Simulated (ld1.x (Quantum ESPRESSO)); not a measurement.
# What one change does to a pseudopotential (aluminium, PAW)

ld1.x (Quantum ESPRESSO) 7.5 input, shortened:

```
&input
   title='Al', zed=13., rel=0, dft='PZ', iswitch=3,
   config='[Ne] 3s1 3p0 3d-2'
 /
 &inputp
   pseudotype=3, lpaw=.true., tm=.true., lloc=-1, rcloc=1.60,
   nlcc=.true., new_core_ps=.true., rcore=1.30,
   which_augfun='PSQ', rmatch_augfun_nc=.true.
 /
6
3S  1  0   1.00   0.00  1.95  2.10  0.0
3S  1  0   0.00   1.10  1.95  2.10  0.0
3P  2  1   0.00   0.00  2.05  2.50  0.0
3P  2  1   0.00   3.20  2.05  2.50  0.0
3D  3  2  -2.00   0.30  1.70  1.95  0.0
3D  3  2  -2.00   2.30  1.70  1.95  0.0
 &test
   configts(1)='3s1 3p0'
 /
```

All-electron outer shells of the reference configuration (LDA (PZ), non-relativistic, ld1.x):

```json
{"shell": "3s", "level (eV)": "-23.89", "outermost node (bohr)": "0.80", "outermost maximum (bohr)": "1.91"}
{"shell": "3p", "level (eV)": "-17.40", "outermost node (bohr)": "0.80", "outermost maximum (bohr)": "2.19"}
```

Change: waves 3p (bound): rcut 2.05, rcutus 3.36 bohr; 3p channel at 3.2 Ry: rcut 2.05, rcutus 3.36 bohr.

Cutoffs: the cutoffs (Ry, on a coarse ladder) from which the occupation-weighted sum of valence levels, in a spherical-Bessel basis at the reference potential, stays within 10 and 1 mRy of its value at 400 Ry; they do not see the model core or the augmentation charge, which bear on the density cutoff. Errors are all-electron minus pseudo energies relative to the spin-unpolarised reference configuration.

Predict the effect on cutoff, ghosts and configuration errors.

Both files are so soft that the ladder of cutoffs tells neither apart; of the 9 tests that both files solve, the error grows in 2 and shrinks in 5 by more than 15 % and 0.3 meV (median size 14.3 → 4.5 meV); neither file shows a bound ghost.

| quantity | base | changed |
| --- | --- | --- |
| cutoff, loose | 6 Ry | 6 Ry |
| cutoff, tight | 8 Ry | 8 Ry |
| bound ghosts | none | none |
| error for 3s2 3p1, meV [ΔE -25.20 eV] | -19 | -4.5 |
| error for 3s2 3p0, meV [ΔE -19.34 eV] | -14 | -14 |
| error for 3s2 3p0.5, meV [ΔE -23.07 eV] | -18 | -13 |
| error for 3s0 3p3, meV [ΔE -14.76 eV] | -2.3 | +26 |
| error for 3s1 3p1, meV [ΔE -13.56 eV] | -6.2 | -1.3 |
| error for 3s1 3p2, meV [ΔE -20.08 eV] | -9.1 | +15 |
| error for 3s2 3p1.3, meV [ΔE -25.80 eV] | -19 | +1.4 |
| error for 3s1 3p0 (spin-polarised), meV [ΔE -0.43 eV] | -2.2 | -2.2 |
| error for 3s2 3p1 (spin-polarised), meV [ΔE -25.33 eV] | -19 | -4.1 |
| lowest overlap eigenvalue by channel | s 0.49, p 0.87, d 0.92 | s 0.49, p 0.77, d 0.92 |
